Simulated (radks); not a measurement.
Charge is removed step by step from the 3p (averaged over the sub-levels emptied) level of Sn33+, starting from [Ne] 3s2 3p5. Calculated with a radial shooting solver on a logarithmic mesh with Libxc functionals: Dirac Kohn-Sham, PBEsol, spin-unpolarised, spherical densities, point nucleus; open shells are shared between the two j in proportion to 2j + 1.

\begin{tabular}{lrrr}
removed (e) & E - E(0) (eV) & eigenvalue (eV) & E minus straight line (eV) \\ \hline
0 & 0.000 & -2135.2 & 0.000 \\
0.1 & 213.90 & -2142.9 & -3.461 \\
0.2 & 428.57 & -2150.5 & -6.155 \\
0.3 & 644.01 & -2158.2 & -8.080 \\
0.4 & 860.22 & -2165.9 & -9.237 \\
0.5 & 1077.2 & -2173.6 & -9.625 \\
0.6 & 1294.9 & -2181.3 & -9.242 \\
0.7 & 1513.5 & -2189.0 & -8.089 \\
0.8 & 1732.8 & -2196.7 & -6.165 \\
0.9 & 1952.8 & -2204.5 & -3.468 \\
1 & 2173.6 & -2212.2 & 0.000 \\
\end{tabular}

Removing the whole electron costs 2173.6 eV by Delta-SCF, against 2135.2 eV from minus the eigenvalue at the starting occupation. Slater's transition state (half an electron removed) gives 2173.6 eV. Integrating minus the eigenvalue over the occupation (Janak's theorem) gives 2173.6 eV. The mean slope of the eigenvalue, de/dn, is 77.0 eV per electron. Ionisation energy of Sn33+ in the NIST Atomic Spectra Database: 2142 eV (semi-empirical).

Beside tabulated values, note that spin-unpolarised runs miss the spin-polarisation part of the exchange energy of open shells.
